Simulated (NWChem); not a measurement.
Species: C₂H₄FGaO; SMILES C=[CH][Ga]([OH])[F]

```xyz
9

Ga    -0.0288     0.3041     0.0000
F     -1.0269     1.7521     0.0000
C     -0.7653    -1.4757     0.0000
C      0.0299    -2.5531     0.0000
H     -1.8525    -1.6132     0.0000
H     -0.3774    -3.5717     0.0000
H      1.1227    -2.4732     0.0000
O      1.7154     0.6329     0.0000
H      1.9316     1.5715     0.0000
```
Atoms are numbered in this order, from 1.

Program: NWChem. Medium grid unless said otherwise, to which SCAN and Minnesota functionals are sensitive. Geometry: optimised at PBE0/def2-SVP. Hybrids' shares of exact exchange are those that their runs print; pure functionals count as 0. The functionals differ in more than this share.

| row | share of exact exchange | orbital gap (eV) |
|---|---|---|
| PBE/def2-SVP | 0.00 | 4.89 |
| TPSS/def2-SVP | 0.00 | 5.13 |
| TPSSh/def2-SVP | 0.10 | 6.03 |
| B3LYP/def2-SVP | 0.20 | withheld |
| M06-2X/def2-SVP | 0.54 | 9.17 |

Fit a straight line of the last column on the one before it, predict the withheld value, and compare with the run.


1. Means of the 4 shown rows: x = 0.160, y = 6.305. Slope Σ(x − x̄)(y − ȳ)/Σ(x − x̄)² = 1.520/0.1992 = 7.629; intercept 5.084.
2. The shown rows scatter about the line by 0.136 (root mean square); the largest residual is -0.19, at PBE/def2-SVP.
3. At x = 0.20 (B3LYP/def2-SVP; inside the shown range) the line gives 6.61.
4. The run gives 6.68, +0.07 from the line, 0.5 times the scatter.
